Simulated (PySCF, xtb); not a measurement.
C₃H₆O₃, SMILES C(OC)(=O)OC.

Harmonic wavenumbers (cm⁻¹) from GFN2-xTB (xtb) at its own minimum, in rising order: 47, 57, 124, 203, 206, 312, 481, 667, 725, 932, 1009, 1121, 1123, 1125, 1139, 1173, 1210, 1387, 1389, 1440, 1441, 1462, 1463, 1806, 2976, 2977, 2987, 2988, 3047, 3047.

Task: What does PBE0-D3(BJ)/def2-SVP in PySCF give at its own minimum? (Estimate from the structure and the level; the computed values follow.)

Result: 103, 113, 131, 209, 238, 350, 532, 718, 814, 968, 1072, 1178, 1182, 1195, 1202, 1259, 1376, 1453, 1458, 1459, 1472, 1480, 1502, 1895, 3066, 3067, 3162, 3162, 3204, 3204. Paired by order, the mean absolute difference is 72 cm⁻¹ and the zero-point energies are 57.3 and 60.4 kcal/mol.
